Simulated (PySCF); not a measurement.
# Electric field gradients and quadrupole coupling constants

Compound: C4H2F5N.
Numbering: `[F:1][C:2]([F:3])([F:4])[C:5]([F:6])([F:7])[C@@H:8]1[CH:9]=[N:10]1` (hydrogens: H11 on C8; H12 on C9)

Cartesian coordinates in Å at the GFN2-xTB level; atoms count from 1:
```xyz
12
C4H2F5N angstrom
F     -1.7044    0.2865   -1.1493
C     -1.3115    0.4391    0.1108
F     -0.7691    1.6606    0.2211
F     -2.3926    0.4154    0.8815
C     -0.2870   -0.6457    0.5328
F     -0.0619   -0.4870    1.8674
F     -0.8793   -1.8559    0.4086
C      1.0209   -0.5966   -0.2216
C      1.5851    0.6698   -0.6728
N      1.0611    0.0021   -1.5880
H      1.6516   -1.4537   -0.0154
H      2.0884    1.5646   -0.4010
```

Field gradients from the PBE0/pcSseg-1 density (PySCF, non-relativistic), principal values in atomic units, ordered |Vxx| ≤ |Vyy| ≤ |Vzz|:

```
atom     Vxx     Vyy      Vzz
 N10  0.2575  0.5287  -0.7862
```

Problem. Find the asymmetry η = (Vxx − Vyy)/Vzz and the couplings χ = eQV/h (234.96 MHz × Q in barn × V in au), with Q(14N) = 0.02044 b.

Solution. 
```
atom   environment  nucleus     η  χzz (MHz)  χxx (MHz)  χyy (MHz)
 N10  C=N nitrogen      14N  0.35     -3.776      1.237      2.539
```

Problem. What is Vzz at N10 in SI units (1 au = 9.71736 × 10²¹ V/m²)?

Solution. -0.7862 au = -7.640 × 10²¹ V/m².

Problem. And the gradient at the other heavy atoms, for which no coupling is worked out here?

Solution. 
| atom | environment | Vzz (au) | η |
| --- | --- | --- | --- |
| F1 | fluorine of a CF3 group | 2.942 | 0.02 |
| C2 | CF3 carbon | -0.409 | 0.08 |
| F3 | fluorine of a CF3 group | 2.894 | 0.01 |
| F4 | fluorine of a CF3 group | 2.940 | 0.02 |
| C5 | CF2 carbon | -0.462 | 0.78 |
| F6 | fluorine of a CF2 group | 3.002 | 0.07 |
| F7 | fluorine of a CF2 group | 3.004 | 0.07 |
| C8 | sp3 carbon bound to nitrogen | 0.294 | 0.52 |
| C9 | C=N carbon | 0.399 | 0.76 |

Problem. What couplings would deuterons (Q(2H) = 0.00286 b) have in place of the hydrogens, at this geometry?

Solution. 
| atom | bonded to | bond length (Å) | Vzz (au) | η | χzz (kHz) |
| --- | --- | --- | --- | --- | --- |
| H11 | C8 | 1.084 | 0.3119 | 0.11 | 210 |
| H12 | C9 | 1.062 | 0.3592 | 0.02 | 241 |

The structure is a single GFN2-xTB conformer in the gas phase; no vibrational or solvent corrections. GFN2-xTB bond lengths can be off by several hundredths of an ångström, more for odd bonds, and the gradients follow them. With so small a basis the couplings can be 20 % off.
